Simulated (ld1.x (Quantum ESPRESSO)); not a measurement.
Building the PAW potential for Mo (LDA (PZ), fully relativistic).

ld1.x (Quantum ESPRESSO) 7.5 input, shortened:

```
&input
   title='Mo', zed=42., rel=2, dft='PZ', iswitch=3,
   config='[Kr] 4d5.5 5s0.5 5p0', rel_dist='average'
 /
 &inputp
   pseudotype=3, lpaw=.true., tm=.true., lloc=-2, rcloc=2.10,
   nlcc=.true., new_core_ps=.true.,
   which_augfun='BESSEL', rmatch_augfun=1.55
 /
6
4S  1  0   2.00   0.00  1.45  1.55  0.0
5S  2  0   0.50   0.00  1.45  1.55  0.0
4P  2  1   6.00   0.00  1.95  2.35  0.0
5P  3  1   0.00   0.00  1.95  2.35  0.0
4D  3  2   5.50   0.00  2.25  2.40  0.0
4D  3  2   0.00   0.10  2.25  2.40  0.0
 &test
   configts(1)='4s2 4p6 4d5.5 5s0.5 5p0'
 /
```

Open shells are filled in proportion to 2j + 1 (rel_dist='average').

All-electron outer shells of the reference configuration (LDA (PZ), scalar-relativistic, ld1.x):

```json
{"shell": "3p", "level (eV)": "-377.71", "outermost node (bohr)": "0.17", "outermost maximum (bohr)": "0.38"}
{"shell": "3d", "level (eV)": "-220.12", "outermost node (bohr)": "–", "outermost maximum (bohr)": "0.32"}
{"shell": "4s", "level (eV)": "-63.30", "outermost node (bohr)": "0.51", "outermost maximum (bohr)": "0.99"}
{"shell": "4p", "level (eV)": "-37.51", "outermost node (bohr)": "0.52", "outermost maximum (bohr)": "1.06"}
{"shell": "5s", "level (eV)": "-4.00", "outermost node (bohr)": "1.35", "outermost maximum (bohr)": "2.97"}
{"shell": "4d", "level (eV)": "-3.17", "outermost node (bohr)": "0.53", "outermost maximum (bohr)": "1.40"}
{"shell": "5p", "level (eV)": "-1.00", "outermost node (bohr)": "1.55", "outermost maximum (bohr)": "4.16"}
```

What the tests gave:

| Quantity | Value |
| --- | --- |
| Configuration tests | test run stopped at test 4 of 7 (negative rho) |

The ghost test of this file was not conclusive.

Generation and tests took about 2.3 s on one core of a shared server CPU.
